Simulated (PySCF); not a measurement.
Vertical excitations of a molecule C3H7Si, multiplicity 2 from TDA-PBE/def2-SVPD run with PySCF, as energy in eV (oscillator strength): 3.84 (0.022), 3.88 (0.006), 4.16 (0.025), 4.55 (0.021), 5.06 (0.012), 5.15 (0.009), 5.32 (0.057), 5.50 (0.000), 5.75 (0.045), 6.10 (0.005). Coordinates come from a PBE0-D3(BJ)/def2-SVP optimisation. One conformer was computed; it need not be the lowest.

Question: Pick the molecule that these values belong to.
(A) [CH]1C[SiH2]C1
(B) C1C[SiH]C1
(C) [CH]1CC[SiH2]1

Answer: B, C1C[SiH]C1
